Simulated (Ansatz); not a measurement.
Stepwise reaction of `CO[SiH2]S[SiH2]OC` with hydrogen chloride, as a gas-phase model of exchange steps in deposition or etching. ΔE in kJ/mol.

Computed with Ansatz on PBE0-D4/def2-TZVP structures; ΔE is electronic, products minus reactants. CCSD(T)/CBS adds triple-zeta CCSD(T) − MP2 to the extrapolated MP2 energy (def2 sets, frozen cores). This one scheme is used for every species. DFT in def2-TZVPP. B3LYP here is the variant with VWN-RPA as its local correlation; programs differ in this. One conformer a species, not always the lowest.

```json
{"step": "2", "reaction": "`CO[SiH2]S[SiH2]Cl` + HCl → `Cl[SiH2]S[SiH2]Cl` + CH₃OH", "PBE-D4": "-5.3", "B3LYP-D4": "4.2", "ωB97M-V": "1.3", "CCSD(T)/CBS": "1.4"}
```

(1) Give the row of step 1, `CO[SiH2]S[SiH2]OC` + HCl → `CO[SiH2]S[SiH2]Cl` + CH₃OH. (Best estimate.)

(2) By hand: ΔE of the 2 steps together at CCSD(T)/CBS.

## Answers

(1) Ansatz gave: 
| step | reaction | PBE-D4 | B3LYP-D4 | ωB97M-V | CCSD(T)/CBS |
| --- | --- | --- | --- | --- | --- |
| 1 | `CO[SiH2]S[SiH2]OC` + HCl → `CO[SiH2]S[SiH2]Cl` + CH₃OH | -9.2 | 0.0 | -2.7 | -2.1 |

(2) (-2.1) + (1.4) = -0.7 kJ/mol, or -0.4 kJ/mol a step.

In ΔE the steps differ by no more than 3.5 kJ/mol. PBE-D4 differs from CCSD(T)/CBS by -7.1 to -6.7 kJ/mol a step. Isolated molecules leave out the surface, adducts and barriers. Largest T1 diagnostic: 0.012.
